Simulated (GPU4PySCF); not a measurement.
perylene diimide (C24H10N2O4), SMILES c1cc2C(NC(c3c2c2c1c1ccc4c5c1c(c2cc3)ccc5C(=O)NC4=O)=O)=O. Atoms are numbered in the order given.

```xyz
40

O      0.0000     2.2656     5.7126
C      0.0000     1.2502     5.0559
N      0.0000     0.0000     5.6630
C      0.0000    -1.2502     5.0559
O      0.0000    -2.2656     5.7126
C      0.0000    -1.2306     3.5662
C      0.0000    -2.4212     2.8780
C      0.0000    -2.4273     1.4732
C      0.0000    -1.2509     0.7402
C      0.0000    -1.2509    -0.7402
C      0.0000    -2.4273    -1.4732
C      0.0000    -2.4212    -2.8780
C      0.0000    -1.2306    -3.5662
C      0.0000     0.0000    -2.8580
C      0.0000     1.2306    -3.5662
C      0.0000     2.4212    -2.8780
C      0.0000     2.4273    -1.4732
C      0.0000     1.2509    -0.7402
C      0.0000     1.2509     0.7402
C      0.0000     2.4273     1.4732
C      0.0000     2.4212     2.8780
C      0.0000     1.2306     3.5662
C      0.0000     0.0000     2.8580
C      0.0000     0.0000     1.4368
C      0.0000     0.0000    -1.4368
C      0.0000     1.2502    -5.0559
O      0.0000     2.2656    -5.7126
N      0.0000     0.0000    -5.6630
C      0.0000    -1.2502    -5.0559
O      0.0000    -2.2656    -5.7126
H      0.0000     0.0000     6.6791
H      0.0000    -3.3519     3.4453
H      0.0000    -3.3900     0.9676
H      0.0000    -3.3900    -0.9676
H      0.0000    -3.3519    -3.4453
H      0.0000     3.3519    -3.4453
H      0.0000     3.3900    -0.9676
H      0.0000     3.3900     0.9676
H      0.0000     3.3519     3.4453
H      0.0000     0.0000    -6.6791
```

The structure is a stationary point at ωB97M-D3(BJ)/def2-SVP.

All values below come from CAM-B3LYP/def2-SVP run with GPU4PySCF.

Atomic charges (e):

```json
[
 {"atom": "O1", "Löwdin": "-0.18", "meta-Löwdin": "-0.45"},
 {"atom": "C2", "Löwdin": "0.09", "meta-Löwdin": "0.41"},
 {"atom": "N3", "Löwdin": "0.00", "meta-Löwdin": "?"},
 {"atom": "C4", "Löwdin": "0.09", "meta-Löwdin": "0.41"},
 {"atom": "O5", "Löwdin": "-0.18", "meta-Löwdin": "-0.45"},
 {"atom": "C6", "Löwdin": "-0.07", "meta-Löwdin": "-0.05"},
 {"atom": "C7", "Löwdin": "0.03", "meta-Löwdin": "?"},
 {"atom": "C8", "Löwdin": "-0.01", "meta-Löwdin": "-0.10"},
 {"atom": "C9", "Löwdin": "0.01", "meta-Löwdin": "?"},
 {"atom": "C10", "Löwdin": "0.01", "meta-Löwdin": "?"},
 {"atom": "C11", "Löwdin": "-0.01", "meta-Löwdin": "-0.10"},
 {"atom": "C12", "Löwdin": "0.03", "meta-Löwdin": "?"},
 {"atom": "C13", "Löwdin": "-0.07", "meta-Löwdin": "-0.05"},
 {"atom": "C14", "Löwdin": "0.01", "meta-Löwdin": "0.01"},
 {"atom": "C15", "Löwdin": "-0.07", "meta-Löwdin": "-0.05"},
 {"atom": "C16", "Löwdin": "0.03", "meta-Löwdin": "?"},
 {"atom": "C17", "Löwdin": "-0.01", "meta-Löwdin": "-0.10"},
 {"atom": "C18", "Löwdin": "0.01", "meta-Löwdin": "?"},
 {"atom": "C19", "Löwdin": "0.01", "meta-Löwdin": "?"},
 {"atom": "C20", "Löwdin": "-0.01", "meta-Löwdin": "-0.10"},
 {"atom": "C21", "Löwdin": "0.03", "meta-Löwdin": "?"},
 {"atom": "C22", "Löwdin": "-0.07", "meta-Löwdin": "-0.05"},
 {"atom": "C23", "Löwdin": "0.01", "meta-Löwdin": "0.01"},
 {"atom": "C24", "Löwdin": "0.00", "meta-Löwdin": "?"},
 {"atom": "C25", "Löwdin": "0.00", "meta-Löwdin": "?"},
 {"atom": "C26", "Löwdin": "0.09", "meta-Löwdin": "0.41"},
 {"atom": "O27", "Löwdin": "-0.18", "meta-Löwdin": "-0.45"},
 {"atom": "N28", "Löwdin": "0.00", "meta-Löwdin": "?"},
 {"atom": "C29", "Löwdin": "0.09", "meta-Löwdin": "0.41"},
 {"atom": "O30", "Löwdin": "-0.18", "meta-Löwdin": "-0.45"},
 {"atom": "H31", "Löwdin": "0.10", "meta-Löwdin": "0.25"},
 {"atom": "H32", "Löwdin": "0.05", "meta-Löwdin": "?"},
 {"atom": "H33", "Löwdin": "0.03", "meta-Löwdin": "?"},
 {"atom": "H34", "Löwdin": "0.03", "meta-Löwdin": "?"},
 {"atom": "H35", "Löwdin": "0.05", "meta-Löwdin": "?"},
 {"atom": "H36", "Löwdin": "0.05", "meta-Löwdin": "?"},
 {"atom": "H37", "Löwdin": "0.03", "meta-Löwdin": "?"},
 {"atom": "H38", "Löwdin": "0.03", "meta-Löwdin": "?"},
 {"atom": "H39", "Löwdin": "0.05", "meta-Löwdin": "?"},
 {"atom": "H40", "Löwdin": "0.10", "meta-Löwdin": "0.25"}
]
```

Q: Fill in the missing entries. (Estimate from the structure and the level; the computed values follow.)

A: 
- N3, meta-Löwdin: -0.26
- C7, meta-Löwdin: -0.06
- C9, meta-Löwdin: 0.02
- C10, meta-Löwdin: 0.02
- C12, meta-Löwdin: -0.06
- C16, meta-Löwdin: -0.06
- C18, meta-Löwdin: 0.02
- C19, meta-Löwdin: 0.02
- C21, meta-Löwdin: -0.06
- C24, meta-Löwdin: -0.01
- C25, meta-Löwdin: -0.01
- N28, meta-Löwdin: -0.26
- H32, meta-Löwdin: 0.13
- H33, meta-Löwdin: 0.11
- H34, meta-Löwdin: 0.11
- H35, meta-Löwdin: 0.13
- H36, meta-Löwdin: 0.13
- H37, meta-Löwdin: 0.11
- H38, meta-Löwdin: 0.11
- H39, meta-Löwdin: 0.13

Computed Mayer and Wiberg (Löwdin basis) orders of the bonds:
```tsv
bond	Mayer	Wiberg
O1–C2	2.24	2.19
C2–N3	1.10	1.22
N3–C4	1.10	1.22
C4–O5	2.24	2.19
C4–C6	0.90	1.03
C6–C7	1.49	1.49
C7–C8	1.25	1.38
C8–C9	1.45	1.48
C9–C10	1.01	1.07
C10–C11	1.45	1.48
C11–C12	1.25	1.38
C12–C13	1.49	1.49
C13–C14	1.22	1.25
C14–C15	1.22	1.25
C15–C16	1.49	1.49
C16–C17	1.25	1.38
C17–C18	1.45	1.48
C18–C19	1.01	1.07
C19–C20	1.45	1.48
C20–C21	1.25	1.38
C2–C22	0.90	1.03
C21–C22	1.49	1.49
C6–C23	1.22	1.25
C22–C23	1.22	1.25
C9–C24	1.20	1.24
C19–C24	1.20	1.24
C23–C24	1.30	1.27
C10–C25	1.20	1.24
C14–C25	1.30	1.27
C18–C25	1.20	1.24
C15–C26	0.90	1.03
C26–O27	2.24	2.19
C26–N28	1.10	1.22
C13–C29	0.90	1.03
N28–C29	1.10	1.22
C29–O30	2.24	2.19
N3–H31	0.89	0.96
C7–H32	0.99	0.92
C8–H33	0.99	0.92
C11–H34	0.99	0.92
C12–H35	0.99	0.92
C16–H36	0.99	0.92
C17–H37	0.99	0.92
C20–H38	0.99	0.92
C21–H39	0.99	0.92
N28–H40	0.89	0.96
```
